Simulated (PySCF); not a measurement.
Al(Cl)(Me)(SMe) (C2H6AlClS), SMILES [CH3][Al]([S]C)[Cl]. Coordinates come from a PBE-D3(BJ)/def2-SVP optimisation. The structure was generated by enumeration; whether it is a known compound was not checked. Other conformers were not sampled.

Computed equilibrium geometry at PBE-D3(BJ)/def2-SVP (PySCF confirms it by a frequency run) as a Z-matrix (one conformer of several):
```
Al
C 1 1.9556
H 2 1.1084 1 110.66
H 2 1.1101 3 107.96 1 -122.16
H 2 1.1101 3 107.95 4 -115.68
Cl 1 2.1217 2 121.40 3 0.04
S 1 2.1872 2 124.34 3 -180.00
C 7 1.8460 1 101.65 2 0.10
H 8 1.1065 7 108.66 1 -121.31
H 8 1.1065 9 109.06 7 118.37
H 8 1.1066 9 108.81 10 118.58
```
